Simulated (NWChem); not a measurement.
System: MnF2, sextet; SMILES [F][Mn][F]

NWChem input:

```
start job
memory heap 200 mb stack 900 mb global 1100 mb
geometry units angstroms noautosym nocenter noautoz
  Mn     0.000000     0.000000    -0.023111
  F      1.773238     0.000000    -0.023230
  F     -1.773238     0.000000    -0.023230
end
basis spherical
  * library 6-31g*
end
dft
  odft
  mult 6
  xc hfexch
  iterations 150
end
property
  efieldgrad
end
task dft property
```

Excerpt of the output:

```
             Northwest Computational Chemistry Package (NWChem) 7.3.0
             --------------------------------------------------------

                             Geometry "geometry" -> ""
                             -------------------------

 Output coordinates in angstroms (scale by  1.889725989 to convert to a.u.)

  No.       Tag          Charge          X              Y              Z
 ---- ---------------- ---------- -------------- -------------- --------------
    1 Mn                  25.0000     0.00000000     0.00000000    -0.02311100
    2 F                    9.0000     1.77323800     0.00000000    -0.02323000
    3 F                    9.0000    -1.77323800     0.00000000    -0.02323000

 Effective nuclear repulsion energy (a.u.)     146.3771022830

  xc_inp: hfexch multiplicative factor not found.
                              NWChem Property Module
                              ----------------------

  itol2e modified to match energy
  convergence criterion.

                                 NWChem DFT Module
                                 -----------------

 Summary of "ao basis" -> "ao basis" (spherical)
 ------------------------------------------------------------------------------
       Tag                 Description            Shells   Functions and Types
 ---------------- ------------------------------  ------  ---------------------
 Mn                          6-31g*                 12       34   5s4p2d1f
 F                           6-31g*                  6       14   3s2p1d

  itol2e modified to match energy
  convergence criterion.

            General Information
            -------------------
          SCF calculation type: DFT
          Wavefunction type:  spin polarized.
          No. of atoms     :     3
          No. of electrons :    43
           Alpha electrons :    24
            Beta electrons :    19
          Charge           :     0
          Spin multiplicity:     6
          Use of symmetry is: off; symmetry adaption is: off
          Maximum number of iterations: 150
          AO basis - number of functions:    62
                     number of shells:    24
          Convergence on energy requested:  1.00D-07
          Convergence on density requested:  1.00D-05
          Convergence on gradient requested:  5.00D-04

              XC Information
              --------------
                     Hartree-Fock (Exact) Exchange  1.000

      Superposition of Atomic Density Guess
      -------------------------------------

 Sum of atomic energies:       -1348.24035518

      Non-variational initial energy
      ------------------------------

 Total energy =   -1347.144184
 1-e energy   =   -2154.918218
 2-e energy   =     661.396932
 HOMO         =      -0.139896
 LUMO         =      -0.127501

   convergence    iter        energy       DeltaE   RMS-Dens  Diis-err
 ---------------- ----- ----------------- --------- --------- ---------
 d= 0,ls=0.0,diis     1  -1348.4070745655 -1.49D+03  1.35D-02  9.67D-01
                                                     6.09D-03  2.99D-01
 d= 0,ls=0.0,diis     2  -1348.5494879021 -1.42D-01  3.59D-03  3.68D-01
                                                     3.92D-03  3.60D-01
 d= 0,ls=0.0,diis     3  -1348.6762240569 -1.27D-01  2.02D-03  6.82D-03
                                                     9.73D-04  6.99D-03
 d= 0,ls=0.0,diis     4  -1348.6855783367 -9.35D-03  1.31D-03  2.23D-03
                                                     3.99D-04  1.22D-03
 d= 0,ls=0.0,diis     5  -1348.6889578258 -3.38D-03  1.55D-03  1.19D-03
                                                     3.44D-04  2.80D-04
  Resetting Diis
 d= 0,ls=0.0,diis     6  -1348.6906536679 -1.70D-03  3.95D-04  7.22D-05
                                                     3.95D-05  9.63D-06
 d= 0,ls=0.0,diis     7  -1348.6907249349 -7.13D-05  3.18D-05  2.18D-06
                                                     1.03D-05  1.38D-06
 d= 0,ls=0.0,diis     8  -1348.6907270717 -2.14D-06  3.77D-05  8.39D-07
                                                     1.00D-05  3.47D-07
 d= 0,ls=0.0,diis     9  -1348.6907283648 -1.29D-06  1.56D-05  1.37D-07
                                                     4.52D-06  5.08D-08
 d= 0,ls=0.0,diis    10  -1348.6907285396 -1.75D-07  3.75D-06  6.48D-09
                                                     1.70D-06  6.55D-09
 d= 0,ls=0.0,diis    11  -1348.6907285506 -1.10D-08  3.30D-07  4.42D-10
                                                     1.64D-07  2.34D-10

         Total DFT energy =    -1348.690728550601
      One electron energy =    -2158.711765347989
           Coulomb energy =      735.115174557554
    Exchange-Corr. energy =      -71.471240043183
 Nuclear repulsion energy =      146.377102283016

 Numeric. integr. density =        0.000000000000

                    DFT Final Alpha Molecular Orbital Analysis
                    ------------------------------------------

 Vector   22  Occ=1.000000D+00  E=-5.085093D-01
              MO Center=  2.5D-13,  3.2D-10, -2.3D-02, r^2= 2.8D+00
   Bfn.  Coefficient  Atom+Function         Bfn.  Coefficient  Atom+Function
  ----- ------------  ---------------      ----- ------------  ---------------
    38     -0.407365  2 F  py                52      0.407365  3 F  py
    18      0.403739  1 Mn d -2              42     -0.325075  2 F  py
    56      0.325075  3 F  py                23      0.207283  1 Mn d -2

 Vector   23  Occ=1.000000D+00  E=-5.085093D-01
              MO Center=  5.3D-13, -3.2D-10, -2.3D-02, r^2= 2.8D+00
   Bfn.  Coefficient  Atom+Function         Bfn.  Coefficient  Atom+Function
  ----- ------------  ---------------      ----- ------------  ---------------
    39      0.407365  2 F  pz                53     -0.407365  3 F  pz
    21      0.403739  1 Mn d  1              43      0.325075  2 F  pz
    57     -0.325075  3 F  pz                26      0.207283  1 Mn d  1

 Vector   24  Occ=1.000000D+00  E=-4.677988D-01
              MO Center=  1.1D-13,  9.5D-16, -2.3D-02, r^2= 2.0D+00
   Bfn.  Coefficient  Atom+Function         Bfn.  Coefficient  Atom+Function
  ----- ------------  ---------------      ----- ------------  ---------------
    10      0.529822  1 Mn s                 22      0.423961  1 Mn d  2
    37      0.268779  2 F  px                51     -0.268779  3 F  px
    27      0.258852  1 Mn d  2              20     -0.244774  1 Mn d  0
    41      0.220487  2 F  px                55     -0.220487  3 F  px
     6     -0.183455  1 Mn s                 25     -0.149448  1 Mn d  0

 Vector   25  Occ=0.000000D+00  E= 5.856882D-02
              MO Center= -3.7D-14,  3.3D-13, -1.6D-02, r^2= 7.5D+00
   Bfn.  Coefficient  Atom+Function         Bfn.  Coefficient  Atom+Function
  ----- ------------  ---------------      ----- ------------  ---------------
    14      1.422338  1 Mn s                 10      0.455714  1 Mn s
    40     -0.224820  2 F  s                 54     -0.224820  3 F  s
     6      0.216277  1 Mn s                 22      0.200201  1 Mn d  2
    20     -0.115586  1 Mn d  0              37      0.100508  2 F  px
    51     -0.100508  3 F  px                27      0.093341  1 Mn d  2

 Vector   26  Occ=0.000000D+00  E= 6.204816D-02
              MO Center=  1.3D-15, -3.1D-08, -2.3D-02, r^2= 9.0D+00
   Bfn.  Coefficient  Atom+Function         Bfn.  Coefficient  Atom+Function
  ----- ------------  ---------------      ----- ------------  ---------------
    16      0.984407  1 Mn py                42     -0.121068  2 F  py
    56     -0.121068  3 F  py                38     -0.096250  2 F  py
    52     -0.096250  3 F  py                 8     -0.082177  1 Mn py
    12      0.051054  1 Mn py                 4      0.030455  1 Mn py

 Vector   27  Occ=0.000000D+00  E= 6.204817D-02
              MO Center=  1.6D-15,  3.1D-08, -3.0D-02, r^2= 9.0D+00
   Bfn.  Coefficient  Atom+Function         Bfn.  Coefficient  Atom+Function
  ----- ------------  ---------------      ----- ------------  ---------------
    17      0.984404  1 Mn pz                43     -0.121067  2 F  pz
    57     -0.121067  3 F  pz                39     -0.096250  2 F  pz
    53     -0.096250  3 F  pz                 9     -0.082176  1 Mn pz
    13      0.051054  1 Mn pz                 5      0.030455  1 Mn pz

                     DFT Final Beta Molecular Orbital Analysis
                     -----------------------------------------

 Vector   17  Occ=1.000000D+00  E=-5.537025D-01
              MO Center= -8.4D-12,  6.9D-12, -2.3D-02, r^2= 3.5D+00
   Bfn.  Coefficient  Atom+Function         Bfn.  Coefficient  Atom+Function
  ----- ------------  ---------------      ----- ------------  ---------------
    39      0.440911  2 F  pz                53     -0.440911  3 F  pz
    43      0.357023  2 F  pz                57     -0.357023  3 F  pz
    26     -0.074848  1 Mn d  1              21     -0.053064  1 Mn d  1

 Vector   18  Occ=1.000000D+00  E=-5.493147D-01
              MO Center=  5.7D-12,  1.1D-09, -2.3D-02, r^2= 3.5D+00
   Bfn.  Coefficient  Atom+Function         Bfn.  Coefficient  Atom+Function
  ----- ------------  ---------------      ----- ------------  ---------------
    38      0.442505  2 F  py                52      0.442505  3 F  py
    42      0.347268  2 F  py                56      0.347268  3 F  py
    12      0.075834  1 Mn py                 8     -0.043098  1 Mn py
    16      0.042600  1 Mn py

 Vector   19  Occ=1.000000D+00  E=-5.493147D-01
              MO Center=  8.4D-12, -1.1D-09, -2.3D-02, r^2= 3.5D+00
   Bfn.  Coefficient  Atom+Function         Bfn.  Coefficient  Atom+Function
  ----- ------------  ---------------      ----- ------------  ---------------
    39      0.442505  2 F  pz                53      0.442505  3 F  pz
    43      0.347268  2 F  pz                57      0.347268  3 F  pz
    13      0.075834  1 Mn pz                 9     -0.043098  1 Mn pz
    17      0.042600  1 Mn pz

 Vector   20  Occ=0.000000D+00  E= 3.101934D-02
              MO Center= -3.2D-14,  8.9D-14, -2.3D-02, r^2= 6.4D+00
   Bfn.  Coefficient  Atom+Function         Bfn.  Coefficient  Atom+Function
  ----- ------------  ---------------      ----- ------------  ---------------
    14      1.190379  1 Mn s                  6      0.261918  1 Mn s
    40     -0.215554  2 F  s                 54     -0.215554  3 F  s
    10      0.112842  1 Mn s                 27     -0.088994  1 Mn d  2
    22     -0.074321  1 Mn d  2              25      0.051381  1 Mn d  0
    20      0.042909  1 Mn d  0               2     -0.040456  1 Mn s

 Vector   21  Occ=0.000000D+00  E= 7.102728D-02
              MO Center=  7.2D-16, -1.9D-09, -2.3D-02, r^2= 9.5D+00
   Bfn.  Coefficient  Atom+Function         Bfn.  Coefficient  Atom+Function
  ----- ------------  ---------------      ----- ------------  ---------------
    16      1.048267  1 Mn py                42     -0.113624  2 F  py
    56     -0.113624  3 F  py                 8     -0.091871  1 Mn py
    38     -0.088775  2 F  py                52     -0.088775  3 F  py
    12     -0.043036  1 Mn py

 Vector   22  Occ=0.000000D+00  E= 7.102728D-02
              MO Center=  5.0D-16,  1.9D-09, -2.4D-02, r^2= 9.5D+00
   Bfn.  Coefficient  Atom+Function         Bfn.  Coefficient  Atom+Function
  ----- ------------  ---------------      ----- ------------  ---------------
    17      1.048267  1 Mn pz                43     -0.113624  2 F  pz
    57     -0.113624  3 F  pz                 9     -0.091871  1 Mn pz
    39     -0.088775  2 F  pz                53     -0.088775  3 F  pz
    13     -0.043036  1 Mn pz

   alpha - beta orbital overlaps
   -----------------------------

   alpha      1      2      3      4      5      6      7      8      9     10
    beta      1      2      3      4      5      6      7      8     11     10
 overlap   1.000  1.000  1.000  1.000  0.999  0.999  1.000  1.000  1.000  1.000

   alpha     11     12     13     14     15     16     17     18     19     20
    beta      9     12     13     28     27     14     25     26     19     18
 overlap   0.999  0.999  0.999  0.779  0.779  0.846  0.986  0.986  1.000  1.000

   alpha     21     22     23     24     25     26     27     28     29     30
    beta     15     16     17     24     20     21     22     23     24     30
 overlap   0.999  0.795  0.795  0.531  0.875  0.998  0.998  1.000  0.707  0.998

   alpha     31     32     33     34     35     36     37     38     39     40
    beta     29     32     33     34     39     40     35     36     37     38
 overlap   0.998  0.999  0.936  0.936  0.983  0.983  0.998  0.998  0.994  1.000

[...]

          -----------------------
          Electric field gradient
          -----------------------

 1 a.u. = 0.324123 10**(16) esu/cm**3  ( or statvolts/cm**2 ) = 0.97174 10**(22) v/m**2

 ------------------------------------------------------------
   Atom      X         Y         Z
 ------------------------------------------------------------
    1 Mn   0.00000   0.00000  -0.04367
 ------------------------------------------------------------

 Electric field gradient in molecular frame (a.u.)
         XX             YY             ZZ             XY             XZ             YZ
 ------------------------------------------------------------------------------------------
        2.209286      -1.104643      -1.104643      -0.000000       0.000000      -0.000000

 Principal components (a.u.) and orientation
 of principal axis w.r.t. absolute frame                      Asymmetry parameter eta
 --------------------------------------------------------------------------------------
        2.209286      -1.104643      -1.104643                       0.000000

        1.000000      -0.000000       0.000000
       -0.000000       1.000000      -0.000000
        0.000000      -0.000000       1.000000

 ------------------------------------------------------------
   Atom      X         Y         Z
 ------------------------------------------------------------
    2 F    3.35093   0.00000  -0.04390
 ------------------------------------------------------------

 Electric field gradient in molecular frame (a.u.)
         XX             YY             ZZ             XY             XZ             YZ
 ------------------------------------------------------------------------------------------
       -0.559499       0.279750       0.279750      -0.000000       0.000091       0.000000

 Principal components (a.u.) and orientation
 of principal axis w.r.t. absolute frame                      Asymmetry parameter eta
 --------------------------------------------------------------------------------------
       -0.559499       0.279750       0.279750                       0.000000

        1.000000       0.000108      -0.000000
        0.000000       0.002166       0.999998
       -0.000108       0.999998      -0.002166

 ------------------------------------------------------------
   Atom      X         Y         Z
 ------------------------------------------------------------
    3 F   -3.35093   0.00000  -0.04390
 ------------------------------------------------------------

 Electric field gradient in molecular frame (a.u.)
         XX             YY             ZZ             XY             XZ             YZ
 ------------------------------------------------------------------------------------------
       -0.559499       0.279750       0.279750      -0.000000      -0.000091       0.000000

 Principal components (a.u.) and orientation
 of principal axis w.r.t. absolute frame                      Asymmetry parameter eta
 --------------------------------------------------------------------------------------
       -0.559499       0.279750       0.279750                       0.000000

        1.000000      -0.000108       0.000000
        0.000000       0.001708       0.999999
        0.000108       0.999999      -0.001708
```

Level: UHF/6-31G* (spherical d). The geometry was optimised at PBE-D3(BJ)/def2-SVP, spin-unrestricted. No stability test was run on the SCF state. NWChem prints the field gradient with the sign opposite to the second derivative of the potential.
